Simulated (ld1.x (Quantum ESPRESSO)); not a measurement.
# Pseudopotential generation for gallium: TM, PBE, scalar-relativistic.

Input for ld1.x (Quantum ESPRESSO) 7.5:

```
&input
   title='Ga', zed=31., rel=1, dft='PBE', iswitch=3,
   config='[Ar] 3d10 4s2 4p1',
   nld=2, rlderiv=2.65, eminld=-3.0, emaxld=5.0, deld=0.02
 /
 &inputp
   pseudotype=2, tm=.true., lloc=-1, rcloc=2.45,
   nlcc=.true., new_core_ps=.true., rcore=0.80,
   file_pseudopw='Ga.UPF', file_wfcaegen='ae.wfc', file_wfcncgen='nc.wfc', file_beta='beta', file_chi='chi'
 /
2
4S  1  0   2.00   0.00  1.55  1.55  0.0
4P  2  1   1.00   0.00  2.45  2.45  0.0
 &test
   configts(1)='4s2 4p1'
 /
```

Command:

```bash
ld1.x < Ga.in > Ga.out
```

Output (shortened: banner, matrices, multipoles, cross overlaps and the repeated all-electron block are left out):

```
Program LD1 v.7.5
     --------------------------- All-electron run ----------------------------

     Ga
     scalar relativistic calculation

     atomic number is 31.00
     dft =PBE   lsd =0 sic =0 latt =0  beta=0.20 tr2=1.0E-14
     Exchange-correlation= PBE
                           (   1   4   3   4   0   0   0)
     mesh =1205 r(mesh) = 101.09016 a.u. xmin = -7.00 dx = 0.01250
     1 Ry =  13.60569312 eV, c = 137.03599908

     n l     nl                  e(Ry)          e(Ha)          e(eV)
     1 0     1S 1( 2.00)      -751.8885      -375.9443    -10229.9645
     2 0     2S 1( 2.00)       -92.7792       -46.3896     -1262.3250
     2 1     2P 1( 6.00)       -80.7630       -40.3815     -1098.8366
     3 0     3S 1( 2.00)       -10.8870        -5.4435      -148.1258
     3 1     3P 1( 6.00)        -7.2660        -3.6330       -98.8592
     3 2     3D 1(10.00)        -1.4078        -0.7039       -19.1544
     4 0     4S 1( 2.00)        -0.6577        -0.3288        -8.9483
     4 1     4P 1( 1.00)        -0.1896        -0.0948        -2.5791

     final scf error:  1.8E-15 reached in  28 iterations

     Etot =   -3887.879138 Ry,   -1943.939569 Ha,  -52897.290452 eV

     Ekin =    3953.977613 Ry,    1976.988806 Ha,   53796.606016 eV
     Encl =   -9369.232565 Ry,   -4684.616282 Ha, -127474.903072 eV
     Eh   =    1678.315257 Ry,     839.157629 Ha,   22834.642352 eV
     Exc  =    -150.939443 Ry,     -75.469722 Ha,   -2053.635748 eV

     normalization and overlap integrals

     s(1S/1S) =  1.000000  <r> =   0.0486  <r2> =    0.0032  r(max) =   0.0319
     s(2S/2S) =  1.000000  <r> =   0.2178  <r2> =    0.0560  r(max) =   0.1833
     s(2P/2P) =  1.000000  <r> =   0.1907  <r2> =    0.0446  r(max) =   0.1464
     s(3S/3S) =  1.000000  <r> =   0.6518  <r2> =    0.4906  r(max) =   0.5647
     s(3P/3P) =  1.000000  <r> =   0.6791  <r2> =    0.5442  r(max) =   0.5647
     s(3D/3D) =  1.000000  <r> =   0.8106  <r2> =    0.8629  r(max) =   0.5305
     s(4S/4S) =  1.000000  <r> =   2.3423  <r2> =    6.3902  r(max) =   1.8984
     s(4P/4P) =  1.000000  <r> =   3.4262  <r2> =   14.2371  r(max) =   2.5307

     ------------------------ End of All-electron run ------------------------

     --------------------- Generating NC pseudopotential ---------------------

      Generating local potential from pseudized AE potential:
      Matching radius rcloc =   2.4500

      Local pseudo, rcloc= 2.438 Estimated cut-off energy=     4.09 Ry

      Computing core charge for nlcc:

       r > 0.80 : true rho core
      Core charge pseudized with two Bessel functions
      Integrated core pseudo-charge :  20.92

      Wfc   4S  rcut= 1.554  Using Troullier-Martins method

      Wfc   4P  rcut= 2.438  Using Troullier-Martins method

     ------------------- End of pseudopotential generation -------------------

     Computing logarithmic derivative in   2.64397
     Computing logarithmic derivative in   2.64397
     Computing the partial wave expansion
     R is outside the sphere for l=    0 j= 0.00
     R is outside the sphere for l=    1 j= 0.00

     ---------------------- Testing the pseudopotential ----------------------

     Ga
     scalar relativistic calculation

     atomic number is 31.00   valence charge is  3.00
     dft =PBE   lsd =0 sic =0 latt =0  beta=0.20 tr2=1.0E-14
     mesh =1205 r(mesh) = 101.09016 xmin = -7.00 dx = 0.01250

     n l     nl             e AE (Ry)        e PS (Ry)    De AE-PS (Ry)
     1 0     4S   1( 2.00)       -0.65769       -0.65769        0.00000
     2 1     4P   1( 1.00)       -0.18956       -0.18956        0.00000

     eps = 3.8E-17  iter =  4

     Etot =   -3887.879138 Ry,   -1943.939569 Ha,  -52897.290452 eV
     Etotps =   -61.439126 Ry,     -30.719563 Ha,    -835.921892 eV

     Ekin =       1.445199 Ry,       0.722600 Ha,      19.662937 eV
     Encl =      -7.579276 Ry,      -3.789638 Ha,    -103.121308 eV
     Ehrt =       3.051530 Ry,       1.525765 Ha,      41.518187 eV
     Ecxc =     -58.906790 Ry,     -29.453395 Ha,    -801.467706 eV
     (Ecc =     -57.117727 Ry,     -28.558863 Ha,    -777.126264 eV)
     Epseu=       0.550211 Ry,       0.275105 Ha,       7.485998 eV

     ---------------------- End of pseudopotential test ----------------------
```

Generation and configuration tests took about 2.6 s on one core of a shared server CPU.

Transferability test of the new file with ld1.x, input:

```
&input
   title='Ga', zed=31., rel=1, dft='PBE', iswitch=2,
   config='[Ar] 3d10 4s2 4p1'
 /
 &test
   file_pseudo='Ga.UPF', nconf=8,
   configts(1)='4s2 4p1',
   configts(2)='4s2 4p0',
   configts(3)='4s1 4p0',
   configts(4)='4s2 4p0.5',
   configts(5)='4s1 4p2',
   configts(6)='4s1 4p1',
   configts(7)='4s0 4p3',
   configts(8)='4s2 4p1.3'
 /
```

```bash
ld1.x < Ga.test.in > Ga.test.out
```

Pseudopotential blocks of its output, shortened (energy terms left out):

```
     ---------------------- Testing the pseudopotential ----------------------

     n l     nl             e AE (Ry)        e PS (Ry)    De AE-PS (Ry)
     1 0     4S   1( 2.00)       -0.65769       -0.65769        0.00000
     2 1     4P   1( 1.00)       -0.18956       -0.18956        0.00000

     eps = 5.9E-17  iter =  4

     Etot =   -3887.879138 Ry,   -1943.939569 Ha,  -52897.290452 eV
     Etotps =   -61.439126 Ry,     -30.719563 Ha,    -835.921892 eV

     ---------------------- End of pseudopotential test ----------------------

          ---------------------- Testing the pseudopotential ----------------------

     n l     nl             e AE (Ry)        e PS (Ry)    De AE-PS (Ry)
     1 0     4S   1( 2.00)       -1.20034       -1.20446        0.00412
     2 1     4P   1( 0.00)       -0.66647       -0.66905        0.00258

     eps = 4.9E-15  iter =  5

     Etot =   -3887.461073 Ry,   -1943.730537 Ha,  -52891.602393 eV
     Etotps =   -61.020157 Ry,     -30.510079 Ha,    -830.221531 eV
     dEtot_ae =       0.418065 Ry
     dEtot_ps =       0.418969 Ry,   Delta E=      -0.000904 Ry

     ---------------------- End of pseudopotential test ----------------------

          ---------------------- Testing the pseudopotential ----------------------

     n l     nl             e AE (Ry)        e PS (Ry)    De AE-PS (Ry)
     1 0     4S   1( 1.00)       -1.91606       -1.93922        0.02316  !
     2 1     4P   1( 0.00)       -1.30377       -1.32055        0.01678  !

     eps = 1.2E-15  iter =  5

     Etot =   -3885.908206 Ry,   -1942.954103 Ha,  -52870.474558 eV
     Etotps =   -59.454542 Ry,     -29.727271 Ha,    -808.920254 eV
     dEtot_ae =       1.970932 Ry
     dEtot_ps =       1.984584 Ry,   Delta E=      -0.013652 Ry

     ---------------------- End of pseudopotential test ----------------------

          ---------------------- Testing the pseudopotential ----------------------

     n l     nl             e AE (Ry)        e PS (Ry)    De AE-PS (Ry)
     1 0     4S   1( 2.00)       -0.91338       -0.91458        0.00120
     2 1     4P   1( 0.50)       -0.41320       -0.41384        0.00064

     eps = 3.0E-15  iter =  5

     Etot =   -3887.729917 Ry,   -1943.864958 Ha,  -52895.260192 eV
     Etotps =   -61.289769 Ry,     -30.644884 Ha,    -833.889785 eV
     dEtot_ae =       0.149221 Ry
     dEtot_ps =       0.149357 Ry,   Delta E=      -0.000136 Ry

     ---------------------- End of pseudopotential test ----------------------

          ---------------------- Testing the pseudopotential ----------------------

     n l     nl             e AE (Ry)        e PS (Ry)    De AE-PS (Ry)
     1 0     4S   1( 1.00)       -0.73819       -0.74135        0.00316
     2 1     4P   1( 2.00)       -0.24611       -0.24682        0.00072

     eps = 2.7E-15  iter =  7

     Etot =   -3887.398627 Ry,   -1943.699314 Ha,  -52890.752772 eV
     Etotps =   -60.957336 Ry,     -30.478668 Ha,    -829.366801 eV
     dEtot_ae =       0.480511 Ry
     dEtot_ps =       0.481790 Ry,   Delta E=      -0.001280 Ry

     ---------------------- End of pseudopotential test ----------------------

          ---------------------- Testing the pseudopotential ----------------------

     n l     nl             e AE (Ry)        e PS (Ry)    De AE-PS (Ry)
     1 0     4S   1( 1.00)       -1.28054       -1.28915        0.00861  !
     2 1     4P   1( 1.00)       -0.73071       -0.73548        0.00477

     eps = 2.2E-17  iter =  7

     Etot =   -3886.919219 Ry,   -1943.459609 Ha,  -52884.230082 eV
     Etotps =   -60.475554 Ry,     -30.237777 Ha,    -822.811832 eV
     dEtot_ae =       0.959920 Ry
     dEtot_ps =       0.963572 Ry,   Delta E=      -0.003652 Ry

     ---------------------- End of pseudopotential test ----------------------

          ---------------------- Testing the pseudopotential ----------------------

     n l     nl             e AE (Ry)        e PS (Ry)    De AE-PS (Ry)
     1 0     4S   1( 0.00)       -0.80735       -0.81357        0.00622  !
     2 1     4P   1( 3.00)       -0.29537       -0.29685        0.00148

     eps = 7.0E-15  iter = 10

     Etot =   -3886.896388 Ry,   -1943.448194 Ha,  -52883.919460 eV
     Etotps =   -60.451447 Ry,     -30.225723 Ha,    -822.483836 eV
     dEtot_ae =       0.982750 Ry
     dEtot_ps =       0.987679 Ry,   Delta E=      -0.004929 Ry

     ---------------------- End of pseudopotential test ----------------------

          ---------------------- Testing the pseudopotential ----------------------

     n l     nl             e AE (Ry)        e PS (Ry)    De AE-PS (Ry)
     1 0     4S   1( 2.00)       -0.52577       -0.52558       -0.00019
     2 1     4P   1( 1.30)       -0.07511       -0.07506       -0.00005

     eps = 2.7E-16  iter =  7

     Etot =   -3887.918382 Ry,   -1943.959191 Ha,  -52897.824394 eV
     Etotps =   -61.478362 Ry,     -30.739181 Ha,    -836.455733 eV
     dEtot_ae =      -0.039244 Ry
     dEtot_ps =      -0.039237 Ry,   Delta E=      -0.000007 Ry

     ---------------------- End of pseudopotential test ----------------------
```
